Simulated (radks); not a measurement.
Ionisation of the erbium ion Er2+, [Xe] 4f12, to [Xe] 4f11 as the strength of local exchange is varied. Calculated with a radial shooting solver on a logarithmic mesh with Libxc functionals: scalar-relativistic Kohn-Sham, Slater X-alpha exchange (alpha = 2/3 is LDA exchange), no correlation, spin-polarised, spherical densities, finite nucleus; open shells are filled with parallel spins first (spin-orbit coupling, left out, can overturn this in heavy ions); Fermi nuclear charge, rms radius 5.2516 fm.

alpha  E(Er2+) (hartree)  exchange (hartree)  IE (eV)  -e of the level emptied (eV)  <r> of it (bohr)
0.558        -13026.4672           -218.6344   21.025                   13.006 (4f)            0.8590
0.613        -13048.1276           -240.6299   22.359                   14.129 (4f)            0.8458
0.667        -13069.4331           -262.3016   23.718                   15.294 (4f)            0.8338
0.805        -13124.0550           -318.0254   27.403                   18.525 (4f)            0.8065
1.035        -13215.6454           -411.9790   34.169                   24.638 (4f)            0.7686

NIST Atomic Spectra Database: 22.70 eV (semi-empirical). The Delta-SCF value meets it near alpha = 0.63. Open shells are spherical and high-spin; term and fine-structure splittings are not resolved. Spin-orbit splitting is averaged out at the scalar-relativistic level.
